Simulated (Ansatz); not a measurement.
Born–Oppenheimer molecular dynamics of C₃H₁₁BSSi (17 atoms, charge 0, multiplicity 1). It starts from a relaxed structure.

All numbers below come from RKS r2SCAN/STO-3G in Ansatz.

| Quantity | Value |
| --- | --- |
| ensemble | NVE (velocity Verlet) |
| time step | 0.25 fs |
| steps asked | 147 |
| starting velocities drawn for | 100 K |
| seed | 34094 |

Frames 0.5 fs apart, positions in Å, forces in eV/Å.

Velocities at 12.5 fs (Å/ps):

```
B 0.44 -1.59 -0.23
C 3.02 -3.25 -0.04
C -0.97 -0.14 -2.33
S -0.69 1.08 0.00
C -0.54 1.67 0.73
Si -1.54 0.78 0.50
H 0.71 13.36 8.35
H 16.88 5.51 16.05
H -4.75 -9.99 2.29
H 4.00 -6.03 -6.86
H 5.35 5.44 1.15
H 4.20 -9.39 3.20
H -1.36 1.08 2.61
H 8.74 -4.12 -3.63
H 6.19 -10.76 -14.09
H 4.78 3.78 2.43
H -2.67 -7.36 -3.47
```

```xyz
17
Properties=species:S:1:pos:R:3:forces:R:3 time_fs=12.5 energy_less_start_eV=0.072 T=63
B -0.481 -1.126 -1.485 0.29 0.89 0.17
C 0.337 -0.152 -0.518 -0.45 -0.49 0.23
C 1.601 -0.721 0.190 -0.13 0.53 0.44
S 0.755 0.225 -2.340 0.44 -0.63 -0.20
C -0.325 1.036 0.223 -0.06 -0.24 -0.41
Si -1.098 0.535 1.860 -0.11 0.05 0.31
H -1.583 -0.837 -1.766 0.13 -0.13 0.12
H -0.087 -2.203 -1.646 0.06 -0.25 -0.01
H 2.027 -1.547 -0.378 0.18 -0.23 -0.29
H 2.390 0.040 0.373 -0.33 -0.18 -0.14
H 1.299 -1.125 1.176 0.01 0.11 -0.25
H -0.250 1.093 -2.569 -0.33 0.48 0.10
H -1.150 1.423 -0.402 0.25 0.08 0.05
H 0.398 1.847 0.394 0.01 0.12 -0.06
H -1.884 1.655 2.328 -0.05 -0.01 -0.01
H -1.964 -0.609 1.687 0.06 -0.02 0.01
H -0.097 0.265 2.869 0.01 -0.09 -0.09
17
Properties=species:S:1:pos:R:3:forces:R:3 time_fs=13.0 energy_less_start_eV=0.077 T=60
B -0.481 -1.127 -1.485 0.32 0.97 0.23
C 0.339 -0.153 -0.518 -0.56 -0.39 0.23
C 1.601 -0.721 0.189 -0.05 0.40 0.40
S 0.755 0.226 -2.340 0.56 -0.74 -0.18
C -0.325 1.037 0.223 0.03 -0.30 -0.41
Si -1.099 0.535 1.861 0.06 -0.06 0.21
H -1.582 -0.831 -1.761 0.15 -0.18 0.11
H -0.078 -2.201 -1.638 0.02 -0.30 -0.06
H 2.025 -1.552 -0.378 0.15 -0.15 -0.24
H 2.392 0.037 0.370 -0.30 -0.14 -0.14
H 1.302 -1.122 1.176 -0.01 0.11 -0.22
H -0.248 1.089 -2.567 -0.45 0.58 0.08
H -1.150 1.423 -0.401 0.24 0.09 0.03
H 0.403 1.845 0.392 -0.03 0.12 -0.05
H -1.881 1.649 2.321 -0.17 0.17 0.08
H -1.962 -0.608 1.688 0.01 -0.08 0.00
H -0.098 0.261 2.867 0.03 -0.08 -0.06
17
Properties=species:S:1:pos:R:3:forces:R:3 time_fs=13.5 energy_less_start_eV=0.084 T=57
B -0.481 -1.127 -1.485 0.36 1.00 0.27
C 0.340 -0.155 -0.518 -0.66 -0.28 0.23
C 1.600 -0.721 0.188 0.03 0.23 0.32
S 0.755 0.226 -2.340 0.64 -0.82 -0.16
C -0.325 1.038 0.223 0.14 -0.36 -0.40
Si -1.100 0.535 1.861 0.22 -0.17 0.11
H -1.581 -0.824 -1.757 0.15 -0.23 0.09
H -0.070 -2.199 -1.630 -0.03 -0.32 -0.10
H 2.023 -1.558 -0.377 0.10 -0.05 -0.18
H 2.392 0.033 0.366 -0.25 -0.08 -0.14
H 1.304 -1.119 1.176 -0.04 0.09 -0.18
H -0.248 1.086 -2.565 -0.53 0.65 0.07
H -1.150 1.424 -0.399 0.23 0.10 0.00
H 0.407 1.843 0.390 -0.08 0.11 -0.04
H -1.878 1.644 2.314 -0.28 0.34 0.17
H -1.959 -0.606 1.689 -0.05 -0.14 -0.02
H -0.099 0.257 2.865 0.04 -0.06 -0.04
17
Properties=species:S:1:pos:R:3:forces:R:3 time_fs=14.0 energy_less_start_eV=0.092 T=52
B -0.480 -1.128 -1.485 0.42 1.00 0.32
C 0.341 -0.157 -0.518 -0.75 -0.17 0.23
C 1.600 -0.721 0.187 0.10 0.03 0.21
S 0.754 0.227 -2.340 0.67 -0.84 -0.16
C -0.326 1.039 0.224 0.26 -0.42 -0.38
Si -1.100 0.536 1.861 0.37 -0.27 0.01
H -1.580 -0.819 -1.752 0.13 -0.28 0.06
H -0.061 -2.198 -1.623 -0.09 -0.31 -0.13
H 2.021 -1.564 -0.378 0.04 0.07 -0.11
H 2.393 0.030 0.362 -0.18 -0.01 -0.13
H 1.307 -1.116 1.175 -0.07 0.07 -0.12
H -0.248 1.085 -2.563 -0.55 0.67 0.06
H -1.149 1.425 -0.398 0.20 0.12 -0.04
H 0.411 1.842 0.388 -0.13 0.09 -0.03
H -1.877 1.640 2.308 -0.39 0.49 0.25
H -1.957 -0.605 1.690 -0.10 -0.19 -0.04
H -0.100 0.253 2.863 0.06 -0.05 -0.01
17
Properties=species:S:1:pos:R:3:forces:R:3 time_fs=14.5 energy_less_start_eV=0.100 T=48
B -0.480 -1.128 -1.485 0.50 0.95 0.36
C 0.342 -0.159 -0.518 -0.83 -0.06 0.23
C 1.599 -0.721 0.186 0.16 -0.16 0.09
S 0.754 0.227 -2.340 0.64 -0.83 -0.16
C -0.326 1.039 0.224 0.38 -0.47 -0.36
Si -1.101 0.536 1.861 0.49 -0.35 -0.07
H -1.578 -0.814 -1.747 0.11 -0.31 0.04
H -0.053 -2.198 -1.615 -0.16 -0.27 -0.16
H 2.020 -1.569 -0.378 -0.01 0.19 -0.03
H 2.393 0.026 0.357 -0.10 0.08 -0.12
H 1.309 -1.112 1.174 -0.10 0.04 -0.05
H -0.250 1.085 -2.561 -0.52 0.65 0.07
H -1.148 1.427 -0.397 0.16 0.13 -0.08
H 0.415 1.841 0.385 -0.17 0.07 -0.02
H -1.875 1.637 2.302 -0.47 0.60 0.32
H -1.955 -0.604 1.691 -0.14 -0.23 -0.05
H -0.101 0.249 2.861 0.07 -0.03 0.02
17
Properties=species:S:1:pos:R:3:forces:R:3 time_fs=15.0 energy_less_start_eV=0.107 T=45
B -0.479 -1.127 -1.485 0.58 0.88 0.39
C 0.343 -0.161 -0.518 -0.90 0.05 0.22
C 1.599 -0.721 0.185 0.20 -0.35 -0.04
S 0.754 0.227 -2.340 0.56 -0.76 -0.17
C -0.326 1.040 0.224 0.49 -0.51 -0.33
Si -1.102 0.537 1.862 0.57 -0.40 -0.14
H -1.577 -0.810 -1.742 0.07 -0.34 0.01
H -0.045 -2.198 -1.608 -0.23 -0.20 -0.19
H 2.018 -1.575 -0.379 -0.06 0.29 0.04
H 2.392 0.022 0.352 -0.01 0.16 -0.10
H 1.311 -1.109 1.173 -0.13 0.01 0.03
H -0.253 1.087 -2.558 -0.44 0.58 0.08
H -1.147 1.428 -0.395 0.12 0.14 -0.12
H 0.418 1.840 0.383 -0.21 0.05 -0.01
H -1.876 1.636 2.297 -0.52 0.68 0.37
H -1.953 -0.603 1.692 -0.17 -0.26 -0.07
H -0.102 0.245 2.859 0.08 -0.02 0.04
17
Properties=species:S:1:pos:R:3:forces:R:3 time_fs=15.5 energy_less_start_eV=0.112 T=42
B -0.478 -1.127 -1.484 0.67 0.78 0.41
C 0.344 -0.163 -0.518 -0.96 0.15 0.22
C 1.598 -0.721 0.184 0.23 -0.50 -0.15
S 0.754 0.228 -2.340 0.43 -0.66 -0.19
C -0.326 1.040 0.224 0.58 -0.54 -0.30
Si -1.102 0.537 1.862 0.60 -0.41 -0.18
H -1.575 -0.807 -1.737 0.03 -0.36 -0.02
H -0.038 -2.199 -1.602 -0.29 -0.13 -0.21
H 2.016 -1.579 -0.379 -0.10 0.37 0.09
H 2.392 0.019 0.347 0.07 0.24 -0.09
H 1.313 -1.105 1.172 -0.15 -0.02 0.10
H -0.258 1.091 -2.556 -0.31 0.48 0.10
H -1.145 1.430 -0.395 0.08 0.15 -0.16
H 0.421 1.839 0.381 -0.23 0.03 0.00
H -1.877 1.636 2.293 -0.53 0.70 0.39
H -1.951 -0.604 1.693 -0.19 -0.27 -0.07
H -0.103 0.240 2.857 0.09 0.00 0.06
17
Properties=species:S:1:pos:R:3:forces:R:3 time_fs=16.0 energy_less_start_eV=0.114 T=41
B -0.478 -1.127 -1.484 0.76 0.66 0.43
C 0.344 -0.164 -0.517 -1.00 0.25 0.22
C 1.598 -0.721 0.183 0.25 -0.62 -0.23
S 0.754 0.228 -2.340 0.27 -0.53 -0.22
C -0.326 1.040 0.223 0.65 -0.57 -0.28
Si -1.103 0.537 1.862 0.58 -0.39 -0.21
H -1.573 -0.804 -1.732 -0.02 -0.38 -0.04
H -0.031 -2.200 -1.596 -0.36 -0.04 -0.23
H 2.014 -1.583 -0.379 -0.13 0.42 0.13
H 2.392 0.017 0.342 0.13 0.31 -0.07
H 1.315 -1.101 1.171 -0.16 -0.05 0.15
H -0.263 1.095 -2.553 -0.15 0.35 0.12
H -1.143 1.433 -0.394 0.05 0.15 -0.19
H 0.424 1.838 0.379 -0.25 0.02 0.02
H -1.879 1.638 2.289 -0.51 0.67 0.40
H -1.950 -0.605 1.694 -0.20 -0.27 -0.08
H -0.103 0.236 2.855 0.09 0.02 0.08
17
Properties=species:S:1:pos:R:3:forces:R:3 time_fs=16.5 energy_less_start_eV=0.114 T=41
B -0.476 -1.126 -1.484 0.83 0.53 0.45
C 0.345 -0.166 -0.517 -1.03 0.34 0.22
C 1.598 -0.721 0.182 0.26 -0.67 -0.26
S 0.754 0.228 -2.340 0.09 -0.39 -0.24
C -0.326 1.041 0.223 0.69 -0.60 -0.27
Si -1.103 0.537 1.862 0.52 -0.34 -0.21
H -1.571 -0.803 -1.727 -0.07 -0.38 -0.07
H -0.025 -2.202 -1.590 -0.42 0.04 -0.25
H 2.012 -1.585 -0.379 -0.14 0.44 0.14
H 2.392 0.015 0.336 0.18 0.35 -0.06
H 1.316 -1.098 1.171 -0.17 -0.06 0.20
H -0.268 1.101 -2.550 0.02 0.21 0.15
H -1.141 1.436 -0.394 0.02 0.14 -0.20
H 0.425 1.837 0.376 -0.25 0.02 0.04
H -1.883 1.641 2.287 -0.44 0.59 0.38
H -1.950 -0.606 1.694 -0.19 -0.24 -0.08
H -0.104 0.232 2.854 0.09 0.04 0.09
17
Properties=species:S:1:pos:R:3:forces:R:3 time_fs=17.0 energy_less_start_eV=0.112 T=42
B -0.475 -1.125 -1.483 0.88 0.41 0.45
C 0.345 -0.168 -0.517 -1.04 0.43 0.22
C 1.597 -0.722 0.181 0.27 -0.67 -0.25
S 0.754 0.228 -2.340 -0.09 -0.24 -0.26
C -0.325 1.041 0.223 0.71 -0.61 -0.26
Si -1.104 0.537 1.863 0.42 -0.26 -0.20
H -1.569 -0.802 -1.722 -0.11 -0.38 -0.09
H -0.021 -2.203 -1.586 -0.47 0.11 -0.26
H 2.010 -1.587 -0.379 -0.13 0.41 0.13
H 2.392 0.013 0.331 0.19 0.36 -0.05
H 1.317 -1.095 1.171 -0.16 -0.07 0.22
H -0.273 1.107 -2.546 0.19 0.06 0.17
H -1.138 1.439 -0.394 0.01 0.12 -0.21
H 0.427 1.837 0.374 -0.23 0.02 0.05
H -1.888 1.646 2.286 -0.35 0.46 0.35
H -1.950 -0.608 1.694 -0.17 -0.21 -0.08
H -0.104 0.227 2.852 0.09 0.06 0.09
17
Properties=species:S:1:pos:R:3:forces:R:3 time_fs=17.5 energy_less_start_eV=0.110 T=43
B -0.474 -1.124 -1.483 0.90 0.30 0.45
C 0.345 -0.169 -0.516 -1.03 0.51 0.22
C 1.597 -0.722 0.180 0.27 -0.61 -0.20
S 0.754 0.228 -2.340 -0.26 -0.10 -0.28
C -0.325 1.041 0.223 0.69 -0.62 -0.27
Si -1.104 0.538 1.863 0.30 -0.16 -0.17
H -1.567 -0.802 -1.718 -0.15 -0.38 -0.11
H -0.017 -2.204 -1.581 -0.50 0.17 -0.27
H 2.007 -1.587 -0.378 -0.10 0.35 0.10
H 2.393 0.013 0.325 0.18 0.35 -0.04
H 1.317 -1.092 1.171 -0.15 -0.07 0.21
H -0.278 1.113 -2.543 0.35 -0.08 0.19
H -1.136 1.442 -0.395 0.00 0.09 -0.20
H 0.427 1.836 0.372 -0.21 0.03 0.07
H -1.894 1.651 2.285 -0.24 0.30 0.30
H -1.950 -0.611 1.694 -0.14 -0.15 -0.08
H -0.103 0.223 2.851 0.08 0.08 0.10
17
Properties=species:S:1:pos:R:3:forces:R:3 time_fs=18.0 energy_less_start_eV=0.108 T=45
B -0.472 -1.123 -1.482 0.90 0.20 0.44
C 0.344 -0.171 -0.516 -1.00 0.58 0.22
C 1.597 -0.723 0.179 0.28 -0.50 -0.10
S 0.754 0.228 -2.341 -0.40 0.02 -0.29
C -0.324 1.040 0.222 0.64 -0.62 -0.28
Si -1.105 0.538 1.863 0.15 -0.06 -0.14
H -1.566 -0.804 -1.714 -0.17 -0.37 -0.13
H -0.015 -2.204 -1.578 -0.52 0.21 -0.29
H 2.004 -1.587 -0.377 -0.06 0.26 0.05
H 2.395 0.014 0.319 0.14 0.30 -0.04
H 1.317 -1.089 1.173 -0.12 -0.06 0.18
H -0.282 1.118 -2.538 0.49 -0.20 0.20
H -1.134 1.446 -0.397 0.01 0.05 -0.18
H 0.427 1.836 0.370 -0.17 0.04 0.09
H -1.900 1.658 2.285 -0.11 0.13 0.24
H -1.951 -0.614 1.694 -0.11 -0.09 -0.08
H -0.103 0.219 2.850 0.06 0.10 0.09
```

Of the whole run (37 fs, mean temperature of the second half 49 K): The conserved energy stayed within 0.013 meV per atom of its start (net change 0.0076 meV per atom), so the integration is sound. A run of 0.037 ps of so small a system gives no equilibrium averages. Limits of this set-up: minimal basis.

Run time: 9.5 min on 1 thread of Arm Neoverse V2, on a shared host, peak memory 0.11 GiB.
